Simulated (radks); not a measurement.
The numbers below are computed, except where a source is named.
Spherical quantum dot in the effective-mass picture: electrons in a well V = -V0 / (1 + exp((r - R)/a)) with V0 = 2.56, R = 9.07, a = 0.76, with a point charge +1 (a donor) at the centre, all in effective atomic units (hartree* = m*/eps^2 hartree, bohr* = eps/m* bohr), one dielectric constant everywhere. Level of theory: non-relativistic Kohn-Sham, LDA (Slater exchange, Perdew-Wang correlation), spin-polarised, spherical densities (a radial shooting solver with Libxc functionals). Levels are named by radial order and angular momentum (1s, 1p, 1d, 2s, ...), and open shells are averaged over m.

N = 16, configuration 1s2 1p6 1d(up 5, down 2) 2s(up 1, down 0). This is the lowest configuration that the search found. Occupied and some empty levels:

level,occupation,eigenvalue (hartree*),<r> (bohr*)
1s up,1,-0.38136,4.446
1s down,1,-0.35201,5.739
1p up,3,-0.33142,6.214
1p down,3,-0.31527,6.219
2s up,1,-0.31307,3.484
1d up,5,-0.27398,6.422
1d down,2,-0.25791,6.425
2s down,0,-0.21499,2.743
1f up,0,-0.19559,6.605
1f down,0,-0.17957,6.611
1g up,0,-0.098309,6.774
1g down,0,-0.082447,6.783
2p up,0,-0.028788,4.748
2p down,0,-0.0097205,4.880

Energy (hartree*): total -23.2250, kinetic 2.6030, external -42.141, Hartree 19.237, exchange-correlation -2.9236.

Electron density:

r (bohr*),n(r) (e/bohr*^3)
0.249,0.1793
1.19,0.02860
2.12,0.005881
3.06,0.002919
4.00,0.004290
4.94,0.007475
5.88,0.01010
6.81,0.008494
7.75,0.003491
8.69,0.0005695
9.63,0.00003833
10.6,1.470e-06
11.5,5.015e-08
12.4,1.679e-09
